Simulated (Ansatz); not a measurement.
The cluster ScO₃. The state is a doublet with charge 0. Geometry relaxed at r2SCAN-D4/def2-TZVP.

Cartesian coordinates in Å:
```
Sc -0.6785 0.2728 -0.4852
O 0.9740 0.7392 0.7085
O -0.4640 -0.9492 -1.6211
O 0.1684 -0.0628 1.3978
```

The structure holds one bond between oxygen atoms, so isomers without such links may lie far lower. The structure comes from a short search, and lower isomers may exist.

(1) Estimate the harmonic wavenumbers at UKS r2SCAN-D4/def2-TZVP (Ansatz, unscaled). Is this a minimum?

Results:

(1) 164, 167, 458, 492, 959, 1180 cm⁻¹. Yes, no mode is imaginary beyond noise. Zero-point energy 20.5 kJ/mol. Hardware: 4 threads of Arm Neoverse V1 on a shared host. Wall time 65 s.
